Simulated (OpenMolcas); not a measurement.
# 3d6 along the 24-electron sequence

```yaml
Program: OpenMolcas 26.06
Method: CASSCF
Basis: ANO-RCC-VQZP
Scalar_Hamiltonian: DKH2, point nucleus
Spin-orbit_coupling: state interaction with AMFI integrals over the reference wave functions, term energies averaged over their components
```

Active space for each ion: 6 electrons in 5 orbitals (3d).

Computed levels in cm-1 above 5D4:

| Level | Fe2+ | Co3+ | Ni4+ | Cu5+ |
| --- | --- | --- | --- | --- |
| 5D3 | 432 | 615 | 846 | 1122 |
| 5D2 | 740 | 1048 | 1433 | 1890 |
| 5D1 | 939 | 1327 | 1810 | 2379 |
| 5D0 | 1037 | 1464 | 1994 | 2618 |
| 3H6 | 22591 | 26287 | 29588 | 32906 |
| 3H5 | 22819 | 26603 | 30007 | 33439 |
| 3H4 | 22993 | 26836 | 30302 | 33790 |
| 3P2(1) | 24743 | 28732 | 32223 | 35705 |
| 3F4(1) | 25878 | 30082 | 33801 | 37528 |
| weight of 5D in the lowest level (%) | 100 | 100 | 100 | 100 |

Measured, with the error of the calculation in %. Measured levels: Fe2+ from Corliss and Sugar, J. Phys. Chem. Ref. Data 11, 135 (1982); Co3+ from Sugar and Corliss, J. Phys. Chem. Ref. Data 10, 1097 (1981); Ni4+ from Corliss and Sugar, J. Phys. Chem. Ref. Data 10, 197 (1981); Cu5+ from Sugar and Musgrove, J. Phys. Chem. Ref. Data 19, 527 (1990).

| Level | Fe2+ | Co3+ | Ni4+ | Cu5+ |
| --- | --- | --- | --- | --- |
| 5D3 | 436 (-1.0) | 639 (-3.8) | 890 (-4.9) | 1196 (-6.1) |
| 5D2 | 739 (+0.1) | 1078 (-2.8) | 1490 (-3.8) | 1987 (-4.9) |
| 5D1 | 932 (+0.7) |  | 1872 (-3.3) | 2490 (-4.4) |
| 5D0 | 1027 (+0.9) | 1494 (-2.0) | 2058 (-3.1) | 2733 (-4.2) |
| 3H6 | 20051 (+12.7) | 23680 (+11.0) | 27111 (+9.1) | 30418 (+8.2) |
| 3H5 | 20301 (+12.4) | 24032 (+10.7) | 27578 (+8.8) | 31009 (+7.8) |
| 3H4 | 20482 (+12.3) | 24272 (+10.6) | 27859 (+8.8) | 31288 (+8.0) |
| 3P2(1) | 19405 (+27.5) | 22883 (+25.6) | 26153 (+23.2) | 29285 (+21.9) |
| 3F4(1) | 21462 (+20.6) | 25396 (+18.5) | 29124 (+16.1) | 32756 (+14.6) |

The fine-structure level 5D0 changes by a factor of 2.52 from Fe2+ to Cu5+. Its fourth root runs 5.67, 6.19, 6.68, 7.15, with steps per unit of Z of 0.51, 0.50, 0.47; equal steps would mean a (Z - σ)^4 law with constant σ.

3H6 changes by a factor of 1.46 over the same range, with steps per unit of Z of +3700, +3300, +3320 cm-1.

Without dynamic correlation excited terms often stand tens of per cent too high (terms of higher spin than the ground term too low), and those without a measured partner can miss by more than the paired ones. Some levels mix across a computed gap that differs much from the measured one, so their mixing is not that of the real levels (holds for Cu5+). Measured partners are found by configuration, term and J. A level has none where our copy of the source lacks it or the pairing is in doubt (some pairs that miss far off the trend of their configuration count as doubtful), and it then counts in no deviation. Only configurations of the active space appear.

A number in round brackets counts repeated terms of one configuration in the order of the reference energies.
